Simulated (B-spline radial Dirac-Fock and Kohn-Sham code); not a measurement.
L1 emission of Er⁺

System: erbium as Er⁺, [Xe] 4f12 6s1, inside a Watson sphere of charge -1 and radius 1.6 Å (a model of the Madelung potential; inside it an electron's potential energy is raised by 9.0 eV).

Input file task.json (cfg lists n, l and occupation; rrms is the nuclear radius in fm):

```json
{"items": [{
  "Z": 68,
  "q": 1,
  "cfg": [[1, 0, 2], [2, 0, 2], [2, 1, 6], [3, 0, 2], [3, 1, 6], [3, 2, 10], [4, 0, 2], [4, 1, 6], [4, 2, 10], [4, 3, 12], [5, 0, 2], [5, 1, 6], [6, 0, 1]],
  "A": 166,
  "rrms": 5.2516,
  "watson": [-1, 1.6],
  "do": ["binding", "quiet", "decay"],
  "holes": ["K", "L1", "L2", "L3", "M1", "M2", "M3", "M4", "M5", "N1", "N2", "N3", "N4", "N5"]
}]}
```

Launch: `python xray_run.py task.json out`

Level of theory: a relativistic independent-particle model: LDA orbitals of the hole state, radiative multipoles to third order, Auger rates from the Coulomb interaction with a continuum orbital, Dirac-Fock energies; a radial finite-basis atomic code.

```csv
line,multipole,energy (eV),width (meV),share (%)
L1-L2,E1,493.6,0.156,0.0290
L1-L3,E1,1400.0,8.08,1.50
Lβ4,E1,7749.5,171,31.8
Lβ3,E1,7942.8,234,43.5
L1-M4,E2,8305.7,4.22,0.785
L1-M5,E2,8347.0,6.32,1.17
Lγ2,E1,9387.0,40.9,7.61
Lγ3,E1,9430.2,58.4,10.8
L1-N4,E2,9573.2,0.559,0.104
L1-N5,E2,9581.0,0.865,0.161
L1-O2,E1,9723.6,5.62,1.04
Lγ4,E1,9728.9,7.77,1.44
```

The listed lines hold 100.0 % of the radiative rate. The radiative width is 0.538 eV in the length form and 0.539 eV in the velocity form; the two differ because the transition energies are not eigenvalue differences of the potential that gave the orbitals.

Values without a named source are computed, but for edge energies of neutral atoms, which are taken from tables.
